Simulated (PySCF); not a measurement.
Harmonic spectrum computed at PBE0 in the def2-TZVP basis family (core potentials from Rb on, PySCF, no spin–orbit coupling):

```json
{"ω (cm⁻¹)": "1249", "IR (km/mol)": "173"}
{"ω (cm⁻¹)": "1443", "IR (km/mol)": "22.1"}
{"ω (cm⁻¹)": "2774", "IR (km/mol)": "173"}
```

Problem. Which molecule gave it? In each, all ligands are bound to the one heavy central atom.
A. CHF (singlet)
B. AsHF (doublet)
C. AlHF (doublet)
D. CuHF (doublet)

Solution. A. It has Cs symmetry with C–F 1.301 Å, C–H 1.126 Å.
